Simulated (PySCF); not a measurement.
Job file and geometry (Å, from GFN2-xTB) of an NMR shielding run on `C#C[SiH2]C#C[SiH2][C@@H]1C[C@@H]1N`, C7H11NSi2, GIAO PBE0/pcSseg-1 NMR shielding, non-relativistic, gas phase in PySCF; density fitting, a coarse starting grid and PySCF grid level 2 are the driver's defaults:

```
$ OMP_NUM_THREADS=1 python probes_run.py task.json out

{"job": {"kind": "nmr", "xc": "PBE0", "basis": "pcSseg-1"}, "charge": 0, "multiplicity": 1}
C      5.022528     2.040363    -0.784203
C      4.361205     1.087667    -0.468990
Si     3.354469    -0.378749     0.040406
C      1.639872     0.235202     0.379092
C      0.513226     0.618659     0.605440
Si    -1.232844     1.161136     0.919552
C     -2.325016     0.390686    -0.410219
C     -3.407595    -0.599303    -0.045460
C     -2.202976    -1.076974    -0.777046
N     -1.286149    -1.974192    -0.145310
H      5.598572     2.876024    -1.062498
H      3.307403    -1.352010    -1.059586
H      3.919050    -0.947919     1.270237
H     -1.306583     2.623181     0.838568
H     -1.606762     0.678232     2.259375
H     -2.571406     1.046154    -1.239060
H     -4.351924    -0.551848    -0.567636
H     -3.506172    -0.880010     0.993617
H     -2.319998    -1.325971    -1.827213
H     -1.261681    -1.815976     0.855983
H     -0.346139    -1.837409    -0.503138
```

Task: What does the program print?

Result: 
```
coarse grid: 18736 points
cycle   1  E = -906.1059901649  dE =  1.178e+00  |g| = 5.941e-01  |ddm| = 4.366e+00
cycle   2  E = -906.0963921918  dE =  9.598e-03  |g| = 6.260e-01  |ddm| = 1.351e+00
cycle   3  E = -906.1948341409  dE = -9.844e-02  |g| = 7.916e-02  |ddm| = 6.835e-01
cycle   4  E = -906.1954148613  dE = -5.807e-04  |g| = 6.034e-02  |ddm| = 9.580e-02
cycle   5  E = -906.1962979047  dE = -8.830e-04  |g| = 1.412e-02  |ddm| = 4.735e-02
cycle   6  E = -906.1963421598  dE = -4.426e-05  |g| = 4.357e-03  |ddm| = 1.440e-02
cycle   7  E = -906.1963458547  dE = -3.695e-06  |g| = 2.016e-03  |ddm| = 4.620e-03
final grid: 172392 points
cycle   8  E = -906.2554048701  dE = -3.963e-05  |g| = 9.360e-03  |ddm| = 4.305e-02
cycle   9  E = -906.2553694026  dE =  3.547e-05  |g| = 1.511e-02  |ddm| = 2.069e-02
cycle  10  E = -906.2554232203  dE = -5.382e-05  |g| = 4.005e-03  |ddm| = 1.291e-02
cycle  11  E = -906.2554273065  dE = -4.086e-06  |g| = 3.771e-04  |ddm| = 3.080e-03
cycle  12  E = -906.2554273353  dE = -2.882e-08  |g| = 1.634e-04  |ddm| = 4.962e-04
cycle  13  E = -906.2554273409  dE = -5.600e-09  |g| = 7.727e-05  |ddm| = 1.774e-04
cycle  14  E = -906.2554273423  dE = -1.341e-09  |g| = 2.299e-05  |ddm| = 6.457e-05
cycle  15  E = -906.2554273424  dE = -1.353e-10  |g| = 3.493e-06  |ddm| = 2.127e-05
converged SCF energy = -906.2554273424

GIAO shielding tensors (ppm)
atom      isotropic    diamagn.    paramagn.     s11        s22        s33       span
  0 C       82.542     260.516    -177.974     -2.848     -0.204    250.678    253.526
  1 C      103.423     257.842    -154.419      7.935     13.147    289.187    281.253
  2 Si     443.685     881.596    -437.911    439.838    441.284    449.934     10.096
  3 C       72.885     268.012    -195.127    -23.335    -14.512    256.503    279.838
  4 C       66.855     265.932    -199.078    -36.968    -24.664    262.196    299.164
  5 Si     410.628     882.994    -472.366    369.211    408.969    453.705     84.494
  6 C      182.872     256.207     -73.335    148.069    178.398    222.149     74.080
  7 C      172.356     261.938     -89.581    145.026    165.235    206.809     61.783
  8 C      152.228     242.430     -90.202    111.036    143.141    202.506     91.470
  9 N      213.095     320.662    -107.567    176.004    221.273    242.007     66.003
 10 H       29.779      32.922      -3.142     24.674     24.835     39.828     15.154
 11 H       26.984      29.005      -2.022     23.240     26.226     31.485      8.245
 12 H       26.988      27.252      -0.264     23.318     25.758     31.888      8.570
 13 H       26.915      29.586      -2.671     23.098     25.387     32.259      9.161
 14 H       27.479      30.320      -2.840     23.815     26.285     32.338      8.523
 15 H       31.840      33.228      -1.387     24.835     28.108     42.578     17.744
 16 H       30.668      31.423      -0.755     24.777     26.343     40.883     16.107
 17 H       31.575      32.695      -1.119     25.837     30.145     38.744     12.908
 18 H       29.014      30.059      -1.045     22.245     27.126     37.672     15.427
 19 H       31.940      34.472      -2.533     26.705     29.987     39.127     12.422
 20 H       29.945      36.785      -6.839     24.496     26.065     39.275     14.778
```

Task: Turn these shieldings into chemical shifts. Chemical shifts δ = σref − σ; TMS for 13C (σ = 186.93 ppm) and 29Si (σ = 349.16 ppm) and 1H (σ = 31.72 ppm); 15N (σ = 267.73 ppm) against NH3, all at this level.

Result: Averaging equivalent atoms: C 4: 120.1; C 3: 114.0; C 0: 104.4; C 1: 83.5; C 8: 34.7; C 7: 14.6; C 6: 4.1; Si 5: -61.5; Si 2: -94.5; N 9: 54.6; H 13: 4.80; H 11: 4.73; H 12: 4.73; H 14: 4.24; H 18: 2.70; H 10: 1.94; H 16: 1.05; H 19/20: 0.77; H 17: 0.14; H 15: -0.12 ppm. Experimental scales use liquid or dissolved standards, which lie at an offset from isolated NH3 (liquid NH3: subtract about 20 ppm).

Size and cost of the density-fitted run: 239 basis functions, 63 s wall time on 1 thread of an Arm Neoverse V2, shared host; peak memory 1.1 GiB.
